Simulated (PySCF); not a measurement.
C2H10Si4, SMILES [SiH3][SiH2][Si@@H]1C=C[SiH2]1. Atoms are numbered in the order given.

```xyz
16

Si     3.1029    -0.2533     0.0120
Si     1.1890     0.4036     1.2113
Si    -0.5655     0.7903    -0.2998
C     -2.3053     0.8356     0.4642
C     -2.9247    -0.2848     0.0122
Si    -1.6709    -1.1063    -1.1487
H      3.5035     0.8320    -0.9326
H      2.7925    -1.4791    -0.7829
H      4.2515    -0.5474     0.9195
H      1.4975     1.6194     2.0268
H      0.7837    -0.6946     2.1413
H     -0.2176     1.9313    -1.2023
H     -2.7729     1.5487     1.1565
H     -3.9428    -0.5713     0.3089
H     -2.0741    -1.1491    -2.5862
H     -1.2178    -2.4748    -0.7552
```

Coordinates come from a B3LYP-D3(BJ)/def2-SVP optimisation. The structure was generated by enumeration; whether it is a known compound was not checked. One conformer was computed; it need not be the lowest.

Computed with PBE/pcSseg-1 (PySCF).

GIAO shieldings, no solvent; atoms listed in one row are averaged. δ = σ(ref) − σ: ²⁹Si against TMS (σ = 335.4 ppm); ¹³C against TMS (σ = 182.0 ppm); ¹H against TMS (σ = 31.49 ppm), references at their B3LYP-D3(BJ)/def2-TZVP geometries, non-relativistic.

| nucleus | atoms | count | δ (ppm) |
|---|---|---|---|
| ²⁹Si | Si3 | 1 | -49.5 |
| ²⁹Si | Si6 | 1 | -51.3 |
| ²⁹Si | Si1 | 1 | -111.1 |
| ²⁹Si | Si2 | 1 | -113.4 |
| ¹³C | C4 | 1 | 172.8 |
| ¹³C | C5 | 1 | 168.0 |
| ¹H | H13 | 1 | 7.72 |
| ¹H | H14 | 1 | 7.55 |
| ¹H | H12 | 1 | 5.33 |
| ¹H | H15, H16 | 2 | 5.18 |
| ¹H | H10 | 1 | 4.14 |
| ¹H | H11 | 1 | 3.87 |
| ¹H | H7, H8, H9 | 3 | 3.86 |
